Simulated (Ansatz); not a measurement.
Two structures of SnNH5O, closed shell, reached by relaxing down either side of one saddle point (PBE0-D4/def2-TZVP). Energies are electronic, without zero-point energy. Program: Ansatz 0.2.0. Basis: def2-TZVPP and def2-QZVPP. Cores are frozen in the correlated methods. Filled d shells of the heavier atoms are correlated. Core potentials replace the inner electrons of the atoms past krypton. The def2 sets are not built for correlating such inner shells, so the correlated values are less sure here. Extrapolation: Hartree–Fock as exp(−7.88 √X), correlation as X^−2.97. First:

```xyz
8
angstrom
Sn -0.6410 0.2340 0.2939
N 1.2758 -0.3982 0.2390
O -1.1919 0.2594 -1.5922
H -0.4633 -0.0261 -2.1501
H -0.7494 1.8375 0.8636
H -1.6431 -0.8938 1.0883
H 1.4521 -1.2830 0.6941
H 1.9607 0.2700 0.5634
```

Second:

Sn1  (-1.164, 0.394, 0.160)
N2  (1.040, -0.349, -0.099)
O3  (-1.417, 0.327, -1.664)
H4  (0.965, -0.408, -1.115)
H5  (-0.804, 1.830, 1.043)
H6  (-1.674, -0.828, 1.263)
H7  (1.271, -1.264, 0.271)
H8  (1.782, 0.298, 0.142)
(Å)

Q: Which bonds change from the first to the second?

A: SnNH₅O ([NH2][SnH2][OH]) → SnH₂O ([O][SnH2]) + NH₃ (still joined by a long Sn–N bond); bonds formed: N2–H4; bonds broken: O3–H4; bonds weakened to dative contacts: Sn1–N2.

Q: Give the saddle point's structure and its height above each. (Judge from chemistry; the value comes from the calculation.)

A: By the calculation: 1.678 eV above the first and 0.280 eV above the second (CCSD(T) at an estimated basis limit (MP2 extrapolated from triple and quadruple zeta, plus CCSD(T) − MP2 in triple zeta)).
```csv
atom,x (Å),y (Å),z (Å)
Sn1,-1.0203,0.3579,0.2894
N2,1.0246,-0.3430,-0.0914
O3,-0.8543,0.1492,-1.5824
H4,0.4430,-0.2372,-1.1181
H5,-0.9158,1.8863,1.0537
H6,-1.7973,-0.8062,1.2756
H7,1.3038,-1.2862,0.1511
H8,1.8162,0.2790,0.0220
```

The T1 diagnostic stays at or below 0.022. The start structure is not quite a true minimum (one mode of 89i cm⁻¹).

Labels in which every atom is bracketed show which atoms are joined, not bond orders.

For scale, one of the runs: CCSD(T)/def2-TZVPP, 182 basis functions, launched by `ansatz run in.yaml --threads 4 --pin off --events-out ev --progress --plain --max-ram 9574MiB`. The run took 65 s on 4 CPU threads of an Intel Xeon (shared host), with 2.1 GiB of host memory at its peak.
